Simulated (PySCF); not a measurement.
This script is equivalent to a calculation on Ne³⁺ (neon, charge +3).

```python
from pyscf import gto, scf, dft, mp, cc
import basis_set_exchange as bse
mol = gto.M(atom="Ne 0 0 0", charge=3, spin=3, symmetry="D2h",
            basis=gto.basis.parse(bse.get_basis("dyall-av3z", elements=["Ne"], fmt="nwchem", header=False)))
mf = dft.UKS(mol, xc="HYB_GGA_XC_B97_3")
mf.irrep_nelec = {'Ag': (2, 2), 'B1u': (1, 0), 'B2u': (1, 0), 'B3u': (1, 0)}
mf.kernel()
```

(1) What total energy does it give?

(2) Which occupied shell lies highest, and where?

(3) What is ⟨S²⟩, and what would a pure spin state give?

## Answers

(1) -124.299 hartree (calculated).

(2) 2p α, at -87.791 eV.

(3) 3.752, against 3.75.
